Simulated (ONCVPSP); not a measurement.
## How hard is this arsenic (As) ONCV potential?

ONCVPSP 4.0.1 input, shortened (lines: element, Z, core and valence counts, functional; n l f; lmax; l rc ep ncon nbas qcut; lloc lpopt rc5 dvloc0; l nproj debl; icmod fcfact rcfact), PBE, scalar-relativistic:

```
  As 33.00    6    2        4      upf
    1    0    2.00
    2    0    2.00
    2    1    6.00
    3    0    2.00
    3    1    6.00
    3    2   10.00
    4    0    2.00
    4    1    3.00
    1
    0    1.50    0.00    5    8    3.70
    1    1.90    0.00    5   10    3.60
    4    5    1.50    0.00
    0    2    2.90
    1    2    3.50
    1    0.45    0.00
```

**Question.** For each optimised wave give the share of its norm inside rc, the residual kinetic energy above qcut (Ha) and the cutoffs (Ha) for errors of 10, 1, 0.1 and 0.01 mHa per electron.

**Answer.**

| wave | norm inside rc | residual KE | 10 mHa | 1 mHa | 0.1 mHa | 0.01 mHa |
| --- | --- | --- | --- | --- | --- | --- |
| 4s | 0.288 | 8.0e-03 | 6.6 | 18.2 | 61.6 | 76.1 |
| s projector 2 | 0.092 | 5.3e-02 | 24.1 | 86.4 | 101.6 | 111.7 |
| 4p | 0.301 | 1.6e-03 | 2.4 | 7.8 | 66.7 | 90.2 |
| p projector 2 | 0.134 | 3.7e-02 | 9.7 | 22.0 | 60.5 | 94.4 |

The occupied waves need 18 Ha and 67 Ha for 1 and 0.1 mHa. Note: no bound ghost flagged; GHOST(+) flagged for s at 129.7 eV.
